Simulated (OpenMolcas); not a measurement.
Rh3+ (d6) among equal point charges was computed by CASSCF with the d shell active (OpenMolcas, ANO-RCC-VTZP on the metal). Its lowest spin-free states, and all those of the highest spin:

| 2S+1 | Degeneracy | E (cm-1) |
| --- | --- | --- |
| 5 | 2 | 0.0 |
| 5 | 2 | 2082 |
| 5 | 1 | 3540 |
| 3 | 1 | 17797 |
| 3 | 2 | 19359 |
| 3 | 2 | 19419 |
| 3 | 1 | 20352 |
| 3 | 1 | 20373 |
| 3 | 2 | 20550 |
| 3 | 2 | 22026 |
| 3 | 2 | 22075 |
| 3 | 1 | 22989 |

**Question.** Is the site octahedral, tetrahedral or cube-like, axial, or of lower symmetry?

**Answer.** The states with 2S+1 = 5 have orbital degeneracies 2, 2, 1. There are pairs but no triples, so the site is axial: not cubic, but with a proper or improper axis of order three or more. The run had Rh3+ among 5 point charges of -1 e arranged as a trigonal bipyramid (D3h), 1.87 Å from the ion, with the axial distance 2.113 Å.

An orbital doublet at a regular site is open to a Jahn-Teller distortion, which this geometry leaves out. Without dynamic correlation the repulsion within the d shell is too large (B by tens of per cent), so at a given field states of lower spin stand too high. Point charges give a weaker field than real ligands, and real ions of this kind are as a rule low spin; the high spin found here belongs to the model. The ground term spreads over less than 5000 cm-1, several times less than with real ligands, so orbital moments are less quenched and χT lies further from the spin-only value than at real sites. Point charges carry no covalency, so the field is a model and not that of real ligands. No measured value stands beside these numbers.
